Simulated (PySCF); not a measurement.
Job file and geometry (Å, from GFN2-xTB) of an NMR shielding run on SMILES CC(=O)[P@](C)(=N)C1CCC1, C7H14NOP, GIAO PBE0/pcSseg-1 NMR shielding, non-relativistic, gas phase (PySCF 2.14.0, density-fitted response routines); density fitting, a coarse starting grid and PySCF grid level 2 are the driver's defaults:

```
$ OMP_NUM_THREADS=1 python probes_run.py task.json out

{"job": {"kind": "nmr", "xc": "PBE0", "basis": "pcSseg-1"}, "charge": 0, "multiplicity": 1}
C     -3.156764     0.256161    -0.683338
C     -1.782582    -0.202745    -1.062055
O     -1.445857    -0.560451    -2.158315
P     -0.556511    -0.014288     0.370262
C     -0.920681    -1.425841     1.458492
N     -0.657844     1.271654     1.244736
C      1.024340    -0.489591    -0.477682
C      2.230915    -0.286654     0.449907
C      2.696125     0.886692    -0.424829
C      1.550352     0.613838    -1.409532
H     -3.209296     1.331729    -0.855229
H     -3.324178     0.082621     0.378803
H     -3.918669    -0.228292    -1.289923
H     -0.099184    -1.507111     2.169106
H     -1.016599    -2.348290     0.889223
H     -1.836055    -1.215230     2.007132
H     -0.447545     2.137749     0.767262
H      0.924881    -1.474746    -0.932936
H      2.920656    -1.128023     0.481595
H      1.960450    -0.005042     1.469641
H      2.626770     1.851859     0.072344
H      3.693520     0.775990    -0.845014
H      0.863018     1.448121    -1.561534
H      1.869004     0.249653    -2.383630
```

Task: What does the program print?

Result: 
```
coarse grid: 20056 points
cycle   1  E = -745.5094936212  dE =  1.501e+00  |g| = 9.783e-01  |ddm| = 4.496e+00
cycle   2  E = -744.9672117106  dE =  5.423e-01  |g| = 1.909e+00  |ddm| = 2.981e+00
cycle   3  E = -745.7028148329  dE = -7.356e-01  |g| = 2.196e-01  |ddm| = 2.229e+00
cycle   4  E = -745.7134343734  dE = -1.062e-02  |g| = 7.460e-02  |ddm| = 2.333e-01
cycle   5  E = -745.7143765672  dE = -9.422e-04  |g| = 3.254e-02  |ddm| = 9.662e-02
cycle   6  E = -745.7146073176  dE = -2.308e-04  |g| = 9.317e-03  |ddm| = 4.783e-02
cycle   7  E = -745.7146238380  dE = -1.652e-05  |g| = 2.459e-03  |ddm| = 1.110e-02
cycle   8  E = -745.7146252130  dE = -1.375e-06  |g| = 5.747e-04  |ddm| = 3.313e-03
final grid: 187792 points
cycle   9  E = -745.7850586258  dE = -4.210e-05  |g| = 1.477e-02  |ddm| = 4.102e-02
cycle  10  E = -745.7849735458  dE =  8.508e-05  |g| = 2.569e-02  |ddm| = 3.268e-02
cycle  11  E = -745.7851020563  dE = -1.285e-04  |g| = 3.886e-03  |ddm| = 2.336e-02
cycle  12  E = -745.7851051884  dE = -3.132e-06  |g| = 3.068e-04  |ddm| = 3.262e-03
cycle  13  E = -745.7851052037  dE = -1.533e-08  |g| = 1.868e-04  |ddm| = 5.941e-04
cycle  14  E = -745.7851052115  dE = -7.807e-09  |g| = 6.069e-05  |ddm| = 2.545e-04
cycle  15  E = -745.7851052122  dE = -6.980e-10  |g| = 2.424e-05  |ddm| = 9.334e-05
converged SCF energy = -745.7851052122

GIAO shielding tensors (ppm)
atom      isotropic    diamagn.    paramagn.     s11        s22        s33       span
  0 C      154.983     252.694     -97.711    128.726    151.603    184.620     55.894
  1 C      -44.479     259.955    -304.434   -118.665   -101.955     87.182    205.847
  2 O     -412.275     403.499    -815.774  -1149.275   -437.901    350.350   1499.625
  3 P      306.472     968.614    -662.142    216.970    277.613    424.832    207.862
  4 C      173.264     256.541     -83.277    151.096    174.841    193.853     42.757
  5 N      244.116     324.137     -80.022    207.394    235.483    289.470     82.076
  6 C      155.590     257.629    -102.039    148.219    154.829    163.724     15.505
  7 C      169.227     251.282     -82.056    156.148    164.663    186.869     30.722
  8 C      167.837     253.667     -85.830    155.765    166.363    181.384     25.619
  9 C      165.805     250.023     -84.218    152.286    160.209    184.919     32.632
 10 H       29.267      29.060       0.207     25.401     28.539     33.860      8.460
 11 H       28.301      30.530      -2.229     24.487     29.043     31.372      6.885
 12 H       29.791      27.366       2.426     26.412     27.591     35.371      8.959
 13 H       30.063      31.918      -1.855     25.893     29.438     34.857      8.964
 14 H       31.277      32.710      -1.432     26.936     28.719     38.176     11.240
 15 H       30.251      30.800      -0.549     25.976     28.279     36.499     10.524
 16 H       31.189      34.976      -3.787     24.071     27.715     41.780     17.709
 17 H       29.149      36.025      -6.877     25.564     28.750     33.133      7.569
 18 H       29.582      31.404      -1.823     25.691     27.205     35.849     10.158
 19 H       29.344      32.098      -2.754     25.562     29.313     33.157      7.595
 20 H       29.752      31.133      -1.382     26.452     27.673     35.129      8.677
 21 H       29.628      29.801      -0.173     25.939     26.392     36.554     10.616
 22 H       30.072      33.386      -3.314     26.689     29.357     34.171      7.481
 23 H       29.219      31.761      -2.542     25.207     27.178     35.274     10.067
```

Size and cost of the density-fitted run: 247 basis functions, 79 s wall time on 1 thread of an Arm Neoverse V2, shared host; peak memory 1.1 GiB.
